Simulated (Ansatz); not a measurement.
Consider the formal exchange of groups at a B–B bond: `C#CBBC` + `[AlH3]` → `C[BH][AlH2]` + `BC#C`.

Calculated with Ansatz (gas phase, PBE0-D4/def2-TZVP geometries, no zero-point term in ΔE). CBS: MP2 limit from def2 TZ/QZ plus the TZ coupled-cluster correction, frozen cores. This one scheme is used for every species. Functionals use def2-TZVPP. B3LYP here is the variant with VWN-RPA as its local correlation; programs differ in this. HSE06 is defined as in plane-wave codes. Each species was taken in one conformer, which may not be the lowest.

| level | ΔE (kJ/mol) | difference from CCSD(T)/CBS |
| --- | --- | --- |
| LDA (SPW92) | 34.1 | 7.5 |
| PBE-D4 | 29.5 | 2.9 |
| revPBE-D4 | 30.4 | 3.8 |
| r2SCAN-D4 | 32.2 | 5.6 |
| B97M-V | 46.3 | 19.7 |
| PBE0-D4 | 29.0 | 2.4 |
| B3LYP-D4 | 30.7 | 4.1 |
| r2SCANh-D4 | 31.6 | 5.0 |
| r2SCAN0-D4 | 30.9 | 4.3 |
| HSE06-D4 | 28.9 | 2.3 |
| BHLYP-D4 | 29.7 | 3.1 |
| CAM-B3LYP-D4 | 32.0 | 5.4 |
| ωB97X-V | 29.5 | 2.9 |
| ωB97M-V | 29.9 | 3.3 |
| B2PLYP | 28.7 | 2.1 |
| PBE-QIDH | 28.3 | 1.7 |
| PBE | 28.2 | 1.6 |
| revPBE | 26.4 | -0.2 |
| BLYP | 28.5 | 1.9 |
| PBE0 | 27.8 | 1.2 |
| B3LYP | 28.7 | 2.1 |
| r2SCANh | 31.0 | 4.4 |
| HSE06 | 27.8 | 1.2 |
| BHLYP | 28.9 | 2.3 |
| CAM-B3LYP | 30.8 | 4.2 |
| LC-ωPBE | 29.7 | 3.1 |
| RPA@PBE/def2-TZVPP | 22.8 | -3.8 |
| HF/def2-SVP | 25.9 | -0.7 |
| MP2/def2-SVP | 30.4 | 3.8 |
| CCSD/def2-SVP | 26.7 | 0.1 |
| CCSD(T)/def2-SVP | 27.3 | 0.7 |
| HF/def2-TZVPP | 26.1 | -0.5 |
| MP2/def2-TZVPP | 29.2 | 2.6 |
| SCS-MP2/def2-TZVPP | 27.3 | 0.7 |
| CCSD/def2-TZVPP | 25.9 | -0.7 |
| HF/def2-QZVPP | 26.4 | -0.2 |
| MP2/def2-QZVPP | 29.6 | 3.0 |
| HF/CBS(def2) | 26.4 | -0.2 |
| MP2/CBS(def2) | 29.7 | 3.1 |
| CCSD/CBS(def2) | 26.4 | -0.2 |
| CCSD(T)/CBS | 26.6 | 0 |

Largest T1 diagnostic among the species: 0.014.

Leaving LDA and LC-ωPBE aside and taking each functional with its dispersion term where it has one, the values spread over 18.0 kJ/mol, from PBE-QIDH to B97M-V. LDA lies +5.9 kJ/mol from PBE without D4.
